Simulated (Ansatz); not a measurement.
The cluster Mg7O8. Total charge 0; triplet. Geometry r2SCAN-D4/def2-SVP, that of the neutral singlet; atoms count from 1.

```tsv
atom	x (Å)	y (Å)	z (Å)
Mg1	0.4787	-3.9421	0.5031
Mg2	2.8118	-4.2462	-1.1054
Mg3	-2.7328	2.5637	1.4080
Mg4	-1.7127	4.9189	0.1691
Mg5	-0.7263	-0.4444	0.6175
Mg6	-0.1886	2.0790	-0.3106
Mg7	1.4760	-1.2921	-0.7790
O8	-1.6139	1.1919	0.9014
O9	0.1718	0.2452	-1.1554
O10	1.6501	-5.2305	-0.0623
O11	-3.0813	4.3559	1.2720
O12	0.0392	-2.1553	0.4366
O13	2.7488	-2.4624	-1.4412
O14	1.0731	0.5156	0.1025
O15	-0.3937	3.9027	-0.5562
```

The structure holds one bond between oxygen atoms, so isomers without such links may lie far lower. At PBE0-D4/def2-SVP a singlet of charge 0 lies 3.11 eV below the triplet at the same geometry. The structure comes from a short search, and lower isomers may exist.

Q: Estimate the Mulliken populations from the PBE0/def2-SVP orbitals of Ansatz.

A: 
```json
{"atom": "Mg1", "charge (e)": "0.65", "spin (α − β)": "0.29"}
{"atom": "Mg2", "charge (e)": "0.50", "spin (α − β)": "0.52"}
{"atom": "Mg3", "charge (e)": "0.84", "spin (α − β)": "0.00"}
{"atom": "Mg4", "charge (e)": "0.77", "spin (α − β)": "0.00"}
{"atom": "Mg5", "charge (e)": "1.09", "spin (α − β)": "0.01"}
{"atom": "Mg6", "charge (e)": "1.01", "spin (α − β)": "0.00"}
{"atom": "Mg7", "charge (e)": "1.07", "spin (α − β)": "0.03"}
{"atom": "O8", "charge (e)": "-0.96", "spin (α − β)": "0.00"}
{"atom": "O9", "charge (e)": "-0.53", "spin (α − β)": "0.00"}
{"atom": "O10", "charge (e)": "-0.67", "spin (α − β)": "0.49"}
{"atom": "O11", "charge (e)": "-0.82", "spin (α − β)": "0.00"}
{"atom": "O12", "charge (e)": "-0.95", "spin (α − β)": "0.00"}
{"atom": "O13", "charge (e)": "-0.64", "spin (α − β)": "0.67"}
{"atom": "O14", "charge (e)": "-0.53", "spin (α − β)": "0.00"}
{"atom": "O15", "charge (e)": "-0.82", "spin (α − β)": "0.00"}
```
Mulliken values depend strongly on the basis.

Q: Where does the spin sit?

A: Summed by element: Mg 0.84, O 1.16, of 2 unpaired in all. Largest on single atoms: O13 0.67, Mg2 0.52, O10 0.49.

Q: And the Mayer bond orders between heavy atoms (over 0.3)?

A: Mg1–Mg2 0.38 (2.85 Å); Mg1–O10 0.80 (1.83 Å); Mg1–O12 0.81 (1.84 Å); Mg2–O10 0.75 (1.85 Å); Mg2–O13 0.67 (1.82 Å); Mg3–O8 0.86 (1.84 Å); Mg3–O11 1.06 (1.83 Å); Mg4–O11 0.95 (1.85 Å); Mg4–O15 1.10 (1.82 Å); Mg5–O8 0.62 (1.88 Å); Mg5–O12 0.59 (1.88 Å); Mg6–O8 0.31 (2.07 Å); Mg6–O15 0.88 (1.85 Å); Mg7–O9 0.33 (2.05 Å); Mg7–O12 0.39 (2.07 Å); Mg7–O13 0.59 (1.85 Å); Mg7–O14 0.33 (2.05 Å); O9–O14 0.88 (1.57 Å).
